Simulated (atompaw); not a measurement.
# Which change was made? (Al, PAW (atompaw))

aluminium (Al), PAW, made with atompaw 4.2.0.5 (PBE, non-relativistic). Core [Ne], reference 3s2 3p1. Waves: 3s (bound): rc 2.35 bohr; 3s channel at 0.05 Ry: rc 2.35 bohr; 3p (bound): rc 2.35 bohr; 3p channel at 0.4 Ry: rc 2.35 bohr; 3d channel at 0.15 Ry: rc 2.10 bohr; 3d channel at 0.55 Ry: rc 2.35 bohr. Local part: bessel scheme, radius 1.90 bohr. Core correction: smooth core density matched at 2.35 bohr. Augmentation charge: besselshape compensation charge, radius 2.15 bohr; PAW radius 2.35 bohr; waves and projectors: custom rrkj gramschmidtortho.

Cutoffs, loose and tight: the cutoffs (Ry, on a coarse ladder) from which the occupation-weighted sum of valence levels, in a spherical-Bessel basis at the reference potential, stays within 10 and 1 mRy of its value at 400 Ry. They see the waves, projectors and local potential, not the compensation charge or the core.

The base gives: outcome: generated, no UPF (negative core plus compensation charge); cutoff, loose: 6 Ry; cutoff, tight: 8 Ry; bound ghosts: none.

(1) After one change the result is: outcome: generated; cutoff, loose: 6 Ry; cutoff, tight: 8 Ry; bound ghosts: none. Which change was it?
A. all radii scaled by about 1.21 (s 2.84, p 2.84, d 2.54 bohr); local potential bessel scheme, radius 2.30 bohr; augmentation besselshape compensation charge, radius 2.60 bohr; PAW radius 2.84 bohr; waves and projectors: custom rrkj gramschmidtortho; core correction smooth core density matched at 2.84 bohr
B. all radii scaled by about 0.74 (s 1.74, p 1.74, d 1.56 bohr); local potential bessel scheme, radius 1.40 bohr; augmentation besselshape compensation charge, radius 1.58 bohr; PAW radius 1.74 bohr; waves and projectors: custom rrkj gramschmidtortho; core correction smooth core density matched at 1.74 bohr
C. all radii scaled by about 0.83 (s 1.94, p 1.94, d 1.74 bohr); local potential bessel scheme, radius 1.56 bohr; augmentation besselshape compensation charge, radius 1.78 bohr; PAW radius 1.94 bohr; waves and projectors: custom rrkj gramschmidtortho; core correction smooth core density matched at 1.94 bohr

## Answers

(1) A. The others give: all radii scaled by about 0.83 (s 1.94, p 1.94, d 1.74 bohr); local potential bessel scheme, radius 1.56 bohr; augmentation besselshape compensation charge, radius 1.78 bohr; PAW radius 1.94 bohr; waves and projectors: custom rrkj gramschmidtortho; core correction smooth core density matched at 1.94 bohr → outcome: generated; cutoff, loose: 8 Ry; cutoff, tight: 10 Ry; bound ghosts: none | all radii scaled by about 0.74 (s 1.74, p 1.74, d 1.56 bohr); local potential bessel scheme, radius 1.40 bohr; augmentation besselshape compensation charge, radius 1.58 bohr; PAW radius 1.74 bohr; waves and projectors: custom rrkj gramschmidtortho; core correction smooth core density matched at 1.74 bohr → outcome: generated; cutoff, loose: 10 Ry; cutoff, tight: 15 Ry; bound ghosts: none.
